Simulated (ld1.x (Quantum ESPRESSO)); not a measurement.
**Logarithmic derivatives: Nb, ultrasoft**

```
Element                 : Nb (Z = 41)
Generator               : ld1.x (Quantum ESPRESSO) 7.5
Type                    : ultrasoft
Functional              : PBE
Relativity              : scalar-relativistic
Frozen core             : [Kr]
Valence charge          : 5
Reference configuration : 4d4 5s1 5p0
Partial waves           : 5s (bound): rcut 2.30, rcutus 3.25 bohr; 5s channel at 0.3 Ry: rcut 2.30, rcutus 3.25 bohr; 5p (bound, empty): rcut 2.60, rcutus 3.15 bohr; 5p channel at 1.2 Ry: rcut 2.60, rcutus 3.15 bohr; 4d (bound): rcut 2.20, rcutus 2.60 bohr; 4d channel at 0.2 Ry: rcut 2.20, rcutus 2.60 bohr; 4f channel at 0.15 Ry: rcut 2.65, rcutus 2.80 bohr; 4f channel at 2.85 Ry: rcut 2.65, rcutus 2.80 bohr
Local potential         : all-electron potential smoothed inside 2.05 bohr (lloc = -2)
Core correction         : a·sin(br)/r model core inside 2.40 bohr
Augmentation charge     : PSQ, radius 2.20 bohr
```

The phase is arctan(r·u′/u) with u = r·R(r), unwrapped; energies in Ry, scanned from -2 to 5 Ry. A pole is an energy at which the radial function vanishes at the test radius. The pseudo phase is shifted by a multiple of π to meet the all-electron one at the reference energy, and phase errors are pseudo minus all-electron; the curves can meet again beyond the range given. Levels narrower than the energy grid can be missing from the lists of poles.

Question: For each channel, where are the poles, and over which energies does the pseudopotential scatter like the atom?

Answer:

```tsv
channel	radius (bohr)	reference energy (Ry)	poles, all-electron	poles, pseudo	unbroken range about the reference energy with phases within 0.05 rad	phase error 1 Ry above the reference energy (rad)
s	3.55	-0.29	0.67	0.67, 1.38	below 1.3	-0.000
p	3.55	-0.08	1.42	1.42, 1.75	below 1.7	-0.000
d	3.55	-0.22	-0.05, 2.93	-0.05, 2.94	below 4.6	-0.000
f	3.55	0.15	2.05, 4.98	2.06	below 3.3	+0.012
```

Phases in the s channel:

| E (Ry) | all-electron | pseudo |
| --- | --- | --- |
| -2.00 | 1.333 | 1.333 |
| -1.76 | 1.309 | 1.309 |
| -1.52 | 1.277 | 1.277 |
| -1.28 | 1.230 | 1.230 |
| -1.04 | 1.154 | 1.153 |
| -0.80 | 1.009 | 1.008 |
| -0.56 | 0.645 | 0.645 |
| -0.32 | -0.346 | -0.346 |
| -0.08 | -1.109 | -1.109 |
| 0.16 | -1.371 | -1.371 |
| 0.40 | -1.491 | -1.491 |
| 0.64 | -1.563 | -1.563 |
| 0.88 | -1.616 | -1.617 |
| 1.12 | -1.662 | -1.666 |
| 1.36 | -1.707 | -2.112 |
| 1.60 | -1.758 | -4.880 |
| 1.84 | -1.824 | -4.944 |
| 2.08 | -1.926 | -5.034 |
| 2.32 | -2.115 | -5.189 |
| 2.56 | -2.570 | -5.535 |
| 2.80 | -3.513 | -6.376 |
| 3.04 | -4.122 | -7.150 |
| 3.28 | -4.361 | -7.457 |
| 3.52 | -4.476 | -7.596 |
| 3.76 | -4.544 | -7.674 |
| 4.00 | -4.590 | -7.726 |
| 4.24 | -4.623 | -7.763 |
| 4.48 | -4.649 | -7.791 |
| 4.72 | -4.670 | -7.815 |
| 4.96 | -4.689 | -7.836 |
